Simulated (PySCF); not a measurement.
Two species compared at the same levels of theory.

First species: C₆H₁₄P₂S.
SMILES: `C(C)([P@@](=S)(P)CC=C)C`

Second species: C₆H₁₀NOP.
Structure used (GFN2-xTB), in Å, numbered top down from 1:
```xyz
19
C6H10NOP angstrom
C     -1.610    2.890    1.525
C     -1.198    1.844    1.097
P     -0.530    0.223    0.751
C     -1.996   -0.608    0.018
N      0.321   -0.480    1.849
C      0.596    0.563   -0.653
C      1.092   -0.799   -1.070
C      2.378   -1.212   -0.429
O      0.452   -1.498   -1.817
H     -1.985    3.822    1.839
H     -2.726   -0.787    0.807
H     -1.669   -1.563   -0.394
H     -2.446   -0.001   -0.764
H     -0.170   -0.741    2.691
H      1.395    1.210   -0.291
H      0.027    1.045   -1.451
H      3.173   -0.519   -0.700
H      2.650   -2.221   -0.727
H      2.236   -1.161    0.651
```

Levels: PBE0/pcSseg-1 for dipole moment, HOMO energy, LUMO energy and HOMO–LUMO gap; GFN2-xTB for rotational constant A and rotational constant C. Geometries: GFN2-xTB. All species are isolated and taken at one optimised geometry, non-relativistic unless stated. Electronic properties by PySCF.

The conformers computed, where there is a choice (atom-mapped SMILES and torsion angles):
- `[CH2:1]=[CH:2][CH2:3][P@@:4]([PH2:5])(=[S:6])[CH:7]([CH3:8])[CH3:9]`: C1–C2–C3–P4 -122°, C2–C3–P4–P5 166°, C3–P4–C7–C8 174°, H–P5–P4–C3 157°, H–P5–P4–C3 65°
- `[CH:1]#[C:2][P@:3]([CH3:4])(=[NH:5])[CH2:6][C:7]([CH3:8])=[O:9]`: C2–P3–C6–C7 -175°, P3–C6–C7–C8 -93°

```
             property   column X   column Y
        dipole moment     3.07 D     3.64 D
          HOMO energy   -6.88 eV   -6.31 eV
          LUMO energy   -0.77 eV   -0.59 eV
        HOMO–LUMO gap    6.11 eV    5.72 eV
rotational constant A  2.479 GHz  1.055 GHz
rotational constant C  0.857 GHz  0.704 GHz
```

Problem. Which column belongs to which species?

Solution. Column X is the second species and column Y the first. The first has 23 atoms and 96 electrons, the second 19 and 76.

Problem. How does each property change from the first species to the second?

Solution. dipole moment -0.57 D; HOMO energy -0.57 eV; LUMO energy -0.18 eV; HOMO–LUMO gap +0.39 eV; rotational constant A +1.424 GHz; rotational constant C +0.153 GHz.

On the first: In atomic units the dipole is 1.43 e·bohr (1 au = 2.5417 D).

On the second: The dipole equals about 10.2 × 10⁻³⁰ C·m (1 D = 3.33564 × 10⁻³⁰ C·m).
